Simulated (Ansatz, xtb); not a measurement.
Two isomers of C6H7FOS

We compare X, `CSC1=C(F)CC=CO1`, a singlet, with Y, `CSC1=C[C@H](F)CC1=O`, a singlet. Both are isolated molecules in the gas phase, relaxed with B3LYP/def2-SVP; the shapes shown needn't be the lowest conformers.

X (Å):

```
atom    x (Å)    y (Å)    z (Å)
   C  -2.2822   1.7179  -0.4145
   C   0.0428   0.4941   0.4244
   C   0.4244  -0.5330   1.2057
   C   1.4516  -1.5567   0.8338
   C   1.9109  -1.2931  -0.5767
   C   1.4577  -0.2593  -1.2941
   F  -0.1090  -0.6949   2.4256
   O   0.5542   0.6619  -0.8478
   S  -1.0585   1.7668   0.9454
   H  -1.7858   1.8587  -1.3839
   H  -2.8459   0.7739  -0.4069
   H  -2.9704   2.5556  -0.2333
   H   1.0146  -2.5699   0.9388
   H   2.2940  -1.5289   1.5550
   H   2.6399  -1.9642  -1.0355
   H   1.7689  -0.0397  -2.3168
```

Y (Å):

```yaml
atoms:
  - { symbol: C, position_ang: [-0.5623, -0.6266, 3.4728] }
  - { symbol: C, position_ang: [0.4342, -0.3297, 0.8518] }
  - { symbol: C, position_ang: [0.7642, 0.3721, -0.2570] }
  - { symbol: C, position_ang: [0.5498, -0.4048, -1.5278] }
  - { symbol: C, position_ang: [-0.2406, -1.6398, -1.0873] }
  - { symbol: C, position_ang: [-0.0981, -1.6744, 0.4349] }
  - { symbol: F, position_ang: [-0.1401, 0.3564, -2.4617] }
  - { symbol: O, position_ang: [-0.3547, -2.6141, 1.1496] }
  - { symbol: S, position_ang: [0.7540, 0.1891, 2.4987] }
  - { symbol: H, position_ang: [-0.5296, -1.7132, 3.3398] }
  - { symbol: H, position_ang: [-1.5530, -0.2355, 3.2010] }
  - { symbol: H, position_ang: [-0.3456, -0.3623, 4.5174] }
  - { symbol: H, position_ang: [1.1781, 1.3831, -0.2702] }
  - { symbol: H, position_ang: [1.5139, -0.6778, -1.9959] }
  - { symbol: H, position_ang: [0.0796, -2.5917, -1.5340] }
  - { symbol: H, position_ang: [-1.3016, -1.4833, -1.3430] }
```

Task: Estimate which is lower in electronic energy at CCSD(T)/def2-SVP + ΔMP2/def2-TZVPP, and by roughly how much.

Result: The CCSD(T)/def2-SVP + ΔMP2/def2-TZVPP calculation puts structure Y lower, by 23.2 kcal/mol.

Level by level:

| level | geometry | E(Y) − E(X) (kcal/mol) | departure from the last row (kcal/mol) | job, with rough time for the two |
| --- | --- | --- | --- | --- |
| GFN2-xTB | GFN2-xTB | −7.5 | +15.7 | optimisation, 0.2 s |
| HF/STO-3G | GFN2-xTB | −7.6 | +15.6 | single point, 0.54 s |
| r2SCAN-D4/def2-SVP | GFN2-xTB | −23.0 | +0.2 | single point, 5.1 s |
| B3LYP/def2-SVP | B3LYP/def2-SVP | −20.2 | +3.0 | optimisation, 2 min |
| HF/def2-SVP | B3LYP/def2-SVP | −24.3 | −1.1 | part of the CCSD(T) run |
| MP2/def2-SVP | B3LYP/def2-SVP | −25.0 | −1.8 | part of the CCSD(T) run |
| CCSD(T)/def2-SVP | B3LYP/def2-SVP | −23.3 | −0.1 | single point |
| CCSD(T)/def2-SVP + ΔMP2/def2-TZVPP | B3LYP/def2-SVP | −23.2 |  | single point, 3.1 min |

As drawn, Y has 2 C–C, 1 C=O in place of 1 C=C, 2 C–O. Structure X has a 6-membered ring, Y a 5-membered ring.

The levels shown agree on the order. The largest departure from CCSD(T)/def2-SVP + ΔMP2/def2-TZVPP is that of GFN2-xTB, 15.7 kcal/mol. The last row adds to CCSD(T) the change of the MP2 difference between the two basis sets, here +0.1 kcal/mol.

With thermal terms from frequencies at re-optimised GFN2-xTB minima (ideal gas, soft modes damped towards free rotors, one conformer each, 298.15 K, 1 atm): the zero-point term adds 0.0 kcal/mol; ΔH is −23.3 and ΔG −23.0 kcal/mol.

The correlated steps freeze 13 core orbitals. Mirror images aren't counted in ΔG. Codes used: Ansatz 0.2.0, xtb 6.7.1; the last row on 4 threads of Arm Neoverse V2 on a shared host.
